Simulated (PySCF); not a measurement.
Compound: C4H7NOP (charge +1).
Bonds: N1–P2, P2–C3, C3–C4 (aromatic), C4–C5 (aromatic), C5–O6 (aromatic), O6–C7 (aromatic), C3–C7 (aromatic). Hydrogens: H8, H9 on N1; H10, H11 on P2; H12 on C4; H13 on C5; H14 on C7.

Definitions: NICS(0) = −σiso at the ring centroid; NICS(1) = −σiso and NICS(1)zz = −σzz at ±1 Å along the ring normal z. Level: GIAO PBE0/pcSseg-1 (PySCF, non-relativistic, gas phase) on the GFN2-xTB geometry, one conformer.

Ring bond lengths (Å), with Mayer bond orders in brackets: C3–C4 1.429 (1.20), C4–C5 1.359 (1.63), C5–O6 1.340 (1.07), O6–C7 1.317 (1.17), C7–C3 1.383 (1.48).

Give the NICS values of each ring in ppm.

```json
{"ring": "C3–C4–C5–O6–C7", "type": "5-membered ring with O; formal bonds all aromatic", "NICS(0)": "-11.8", "NICS(1), two faces": "-10.4 / -10.6", "NICS(1)zz, two faces": "-27.0 / -27.2", "rms pucker (Å)": "0.00", "centre to ring atoms, mean (Å)": "1.16"}
```

What can be read from them?

- C3–C4–C5–O6–C7: mean NICS(1)zz -27.1 ppm, shielded. For a flat ring without four-coordinate atoms the NICS criterion counts such a value as aromatic.

How equal are the bonds by HOMA? Use HOMA with the parameters of Krygowski (1993).

- C3–C4–C5–O6–C7: HOMA 0.61; the largest term is that of C5–O6, α(R − Ropt)² = 0.88.

At the first NICS(1) probe listed for ring C3–C4–C5–O6–C7, 1 Å off the ring, what do the in-plane components average?

The isotropic value is a third of the trace: (3 × -10.4 − (-27.0))/2 = -2.1 ppm.

List the ring angles and the Hirshfeld charges of the ring atoms.

- C3–C4–C5–O6–C7: C3 105.7° (-0.094 e), C4 105.2° (-0.067 e), C5 110.6° (+0.056 e), O6 108.7° (-0.007 e), C7 109.8° (+0.063 e); sum 540.0° against 540° for a flat convex ring.

How shielded are the nuclei of the rings and their hydrogens (means over atoms taken as equivalent)?

```json
{"atoms": "C3", "environment": "substituted aromatic carbon", "σ isotropic (ppm)": "89.6", "principal values of the symmetric part, first atom (ppm)": "14.6, 104.1, 150.3"}
{"atoms": "C4", "environment": "aromatic CH carbon", "σ isotropic (ppm)": "68.2", "principal values of the symmetric part, first atom (ppm)": "-21.9, 64.2, 162.4"}
{"atoms": "C5", "environment": "aromatic CH next to a ring oxygen", "σ isotropic (ppm)": "30.4", "principal values of the symmetric part, first atom (ppm)": "-51.5, 36.9, 105.9"}
{"atoms": "O6", "environment": "furan-type oxygen", "σ isotropic (ppm)": "-5.3", "principal values of the symmetric part, first atom (ppm)": "-197.1, -91.4, 272.7"}
{"atoms": "C7", "environment": "aromatic CH next to a ring oxygen", "σ isotropic (ppm)": "27.9", "principal values of the symmetric part, first atom (ppm)": "-55.6, 25.6, 113.5"}
{"atoms": "H12", "environment": "aromatic hydrogen", "σ isotropic (ppm)": "24.60", "principal values of the symmetric part, first atom (ppm)": "22.0, 24.9, 26.9"}
{"atoms": "H13", "environment": "aromatic hydrogen", "σ isotropic (ppm)": "23.34", "principal values of the symmetric part, first atom (ppm)": "20.1, 24.3, 25.7"}
{"atoms": "H14", "environment": "aromatic hydrogen", "σ isotropic (ppm)": "23.23", "principal values of the symmetric part, first atom (ppm)": "19.4, 23.5, 26.8"}
```

Shape of the structure used: `[NH2:1][PH2+:2][c:3]1[cH:4][cH:5][o:6][cH:7]1`: N1–P2–C3–C4 156°, H–N1–P2–C3 169°, H–N1–P2–C3 -50°.
